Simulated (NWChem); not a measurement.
System: CH$_{3}$ClGeO; SMILES O=[CH][GeH2][Cl]

Input file for NWChem:

```
start job
memory heap 200 mb stack 900 mb global 1100 mb
geometry units angstroms
  O      2.291001    -0.952990    -0.967078
  C      1.664252    -0.492363    -0.060811
  Ge    -0.354623    -0.437422     0.006611
  Cl    -0.878695     1.554966     0.425466
  H      2.179968    -0.027583     0.806407
  H     -0.926029    -1.286829     1.125824
  H     -0.987309    -0.861251    -1.298489
end
basis spherical
  * library def2-svp
end
dft
  xc pbe0
  iterations 150
end
driver
  maxiter 120
end
task dft optimize
task dft freq
```

The level has its own optimisation; frequencies are unscaled.

Task: What results follow from this input? (PBE0/def2-SVP.) Quantities: r C–O (Å); r C–Ge (Å); r C–H (Å); r Cl–Ge (Å); highest harmonic frequency (cm⁻¹); lowest (cm⁻¹); zero-point energy (kcal/mol); dipole (D).

Result: 
```
Item                               Value
---------------------------------  -----
r C–O (Å)                          1.199
r C–Ge (Å)                         2.002
r C–H (Å)                          1.124
r Cl–Ge (Å)                        2.167
highest harmonic frequency (cm⁻¹)   2886
lowest (cm⁻¹)                         60
zero-point energy (kcal/mol)        22.1
dipole (D)                          0.38
```
